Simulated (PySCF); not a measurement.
AlFH4O2SSi, SMILES [OH][Al]([OH])[S][SiH2]F. Geometry optimised at PBE-D3(BJ)/def2-SVP. The structure was generated by enumeration; whether it is a known compound was not checked. The values are those of a single conformer.

Give the equilibrium geometry at PBE-D3(BJ)/def2-SVP (PySCF confirms it by a frequency run) as a Z-matrix. (An estimate is asked for; the answer gives what the named calculation found.)

Several could match; the one computed here: 
```
Al
O 1 1.7152
H 2 0.9697 1 119.98
O 1 1.7179 2 120.02 3 -3.23
H 4 0.9688 1 122.61 2 -156.82
F 1 1.9907 2 102.90 3 116.24
Si 6 1.7537 1 97.69 2 110.30
H 7 1.4962 6 103.88 1 -118.45
H 7 1.4974 8 111.20 6 110.97
S 7 2.0875 8 118.56 9 142.23
```
